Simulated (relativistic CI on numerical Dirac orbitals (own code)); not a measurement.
# d8 in a ligand field

Computed with a parametric ligand-field model of a d^n configuration (Racah B and C, spin-orbit zeta, crystal field), exact diagonalisation.

Field parameters in Wybourne normalisation: Oh B⁴₀ = 21Dq, B⁴₄ = √(5/14) B⁴₀; Td as Oh with Dq negative (B⁴₀ = 21Dq, B⁴₄ = √(5/14) B⁴₀). The field is a parameter set, without covalency.

Ground term and bands for B = 310, C = 1110, ζ = 0 cm⁻¹, Oh, 10Dq = 6500 cm⁻¹?

Ground term 3A2 with 2.00 electrons in the two orbitals of the cubic e set. Spin-allowed: 3T2 6500 cm⁻¹ (1538 nm), 3T1 9448 cm⁻¹ (1058 nm), 3T1 14702 cm⁻¹ (680 nm). Lowest spin-forbidden: 1E 4614 cm⁻¹ (2167 nm), 1A1 8268 cm⁻¹ (1209 nm), 1T2 11035 cm⁻¹ (906 nm). With an A2 ground term the first spin-allowed band lies at |10Dq| itself.

A d8 ion in Td symmetry has the ground term 3T1 and bands at 3T2 4125 cm⁻¹ (2424 nm), 3A2 9025 cm⁻¹ (1108 nm), 1T2 13808 cm⁻¹ (724 nm), 1E 14674 cm⁻¹ (681 nm), 3T1 18950 cm⁻¹ (528 nm), 1T2 21982 cm⁻¹ (455 nm). Which parameters reproduce them?

B = 1040, C = 3690, ζ = 0 cm⁻¹, Td, 10Dq = -4900 cm⁻¹.

Ground term and bands for B = 910, C = 3960, ζ = 0 cm⁻¹, Oh, 10Dq = 9200 cm⁻¹?

Ground term 3A2 with 2.00 electrons in the two orbitals of the cubic e set. Spin-allowed: 3T2 9200 cm⁻¹ (1087 nm), 3T1 15142 cm⁻¹ (660 nm), 3T1 26108 cm⁻¹ (383 nm). Lowest spin-forbidden: 1E 14698 cm⁻¹ (680 nm), 1T2 23498 cm⁻¹ (426 nm), 1A1 23872 cm⁻¹ (419 nm). With an A2 ground term the first spin-allowed band lies at |10Dq| itself.

Ground term and bands for B = 450, C = 2280, ζ = 0 cm⁻¹, Oh, 10Dq = 10450 cm⁻¹?

Ground term 3A2 with 2.00 electrons in the two orbitals of the cubic e set. Spin-allowed: 3T2 10450 cm⁻¹ (957 nm), 3T1 14863 cm⁻¹ (673 nm), 3T1 23237 cm⁻¹ (430 nm). Lowest spin-forbidden: 1E 8047 cm⁻¹ (1243 nm), 1A1 14020 cm⁻¹ (713 nm), 1T2 18391 cm⁻¹ (544 nm). With an A2 ground term the first spin-allowed band lies at |10Dq| itself.

A d8 ion in Td symmetry has the ground term 3T1 and bands at 3T2 4794 cm⁻¹ (2086 nm), 3A2 10394 cm⁻¹ (962 nm), 1T2 11512 cm⁻¹ (869 nm), 1E 12108 cm⁻¹ (826 nm), 3T1 16288 cm⁻¹ (614 nm), 1T2 18936 cm⁻¹ (528 nm). Which parameters reproduce them?

B = 820, C = 3130, ζ = 0 cm⁻¹, Td, 10Dq = -5600 cm⁻¹.
